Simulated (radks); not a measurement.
Ru IV, 41 electrons, occupied as [Kr] 4d5. All-electron calculation, scalar-relativistic Kohn-Sham, PBE, spin-polarised, spherical densities, finite nucleus; open shells are filled with parallel spins first (spin-orbit coupling, left out, can overturn this in heavy ions); Fermi nuclear charge, rms radius 4.4809 fm. Program: a radial shooting solver on a logarithmic mesh with Libxc functionals. Some entries of the table are withheld. Estimate them.

| orbital | occ. | eigenvalue (eV) | r(max) (bohr) |
|---|---|---|---|
| 1s down | 1 | -21971.85 | 0.02172 |
| 1s up | 1 | -21971.83 | 0.02172 |
| 2s up | 1 | -3189.759 | 0.1229 |
| 2s down | 1 | -3188.956 | 0.1229 |
| 2p up | 3 | -2860.434 | 0.09824 |
| 2p down | 3 | -2859.833 | 0.09823 |
| 3s up | 1 | -590.7616 | 0.3616 |
| 3s down | 1 | -590.3582 | 0.3616 |
| 3p up | 3 | -482.5862 | 0.3548 |
| 3p down | 3 | -482.1245 | 0.3549 |
| 3d up | 5 | -308.6376 | 0.3010 |
| 3d down | 5 | -307.9066 | 0.3012 |
| 4s up | 1 | (1) | 0.9144 |
| 4s down | 1 | (2) | 0.9095 |
| 4p up | 3 | (3) | 0.9807 |
| 4p down | 3 | (4) | 0.9743 |
| 4d up | 5 | -38.9006 | 1.171 |
| 4d down | 0 | -34.7183 | 1.163 |

Answer. 
(1) 4s up eigenvalue (eV): -112.4771
(2) 4s down eigenvalue (eV): -108.6272
(3) 4p up eigenvalue (eV): -82.2347
(4) 4p down eigenvalue (eV): -78.1330
